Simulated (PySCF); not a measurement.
Relaxation of singlet B₄

Level of theory: PBE0 in PySCF with B def2-TZVP; no relativity; density-fitted integrals. A (50,194) grid was used.

A hand-made rhombus start, of D2h symmetry, held to at least that symmetry:

Coordinates in bohr (charge 0 multiplicity 1):
```
B     0.0000    1.6063    0.0000
B     0.0000   -1.6063    0.0000
B     2.7821    0.0000    0.0000
B    -2.7821    0.0000    0.0000
```

Q: What forces act on the atoms at the start (eV/Å)?

A: 
```
atom     Fx     Fy    Fz
  B1   0.00  -1.12  0.00
  B2   0.00   1.12  0.00
  B3  -5.12   0.00  0.00
  B4   5.12   0.00  0.00
```

Q: What does it relax to?

A: It ends at D2h with B–B 1.521 Å (×4), B–B 1.878 Å; B–B–B 51.9° (×4), B–B–B 76.2° (×2), B–B–B 103.8° (×2). A frequency run shows a minimum.

Q: How much energy is released, and in how many steps?

A: 133.9 kJ/mol in 7 steps.
